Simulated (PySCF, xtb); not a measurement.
CdHI, SMILES [I][CdH].

GFN2-xTB (xtb 6.7.1) at its own geometry gives an orbital gap of 6.47 eV and a dipole moment of 5.37 D.

Geometry optimised at PBE0-D3(BJ)/def2-TZVP. The def2 effective core potentials stand for the cores of Cd, I; spin–orbit coupling is left out.

What does PBE0/def2-TZVPD (PySCF) give? (The exact figures need the calculation; the answer reports its results.)

gap 6.41 eV (levels -7.51 and -1.10 eV), dipole 1.75 D.
